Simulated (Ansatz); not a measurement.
Consider the isomerisation: `O=C[CH2][ZnH]` → `C1[CH2][Zn][O]1`.

Computed with Ansatz on PBE0-D4/def2-TZVP structures; ΔE is electronic, products minus reactants. CCSD(T)/CBS adds triple-zeta CCSD(T) − MP2 to the extrapolated MP2 energy (def2 sets, frozen cores). For Zn outer-core shells are correlated without core-valence functions, which leaves a few kJ/mol of doubt a bond. Scalar relativity is left out up to krypton. Each species was taken in one conformer, which may not be the lowest.

```csv
species,CCSD(T)/CBS(def2) energy (Eh)
`O=C[CH2][ZnH]`,-1932.03338
`C1[CH2][Zn][O]1`,-1931.99717
```

**Question.** Work out ΔE.

**Answer.** ΔE = (-1931.99717) − (-1932.03338) = 0.03621 Eh = +22.7 kcal/mol.

Largest T1 diagnostic among the species: 0.020.

In def2-TZVPP, CCSD(T) changes the Hartree–Fock value by −11.9 kcal/mol (the triples alone add −1.8 kcal/mol) and MP2 by −12.4 kcal/mol. From PBE to PBE0 (25 % exact exchange), in def2-TZVPP and without D4, ΔE moves by +1.1 kcal/mol.
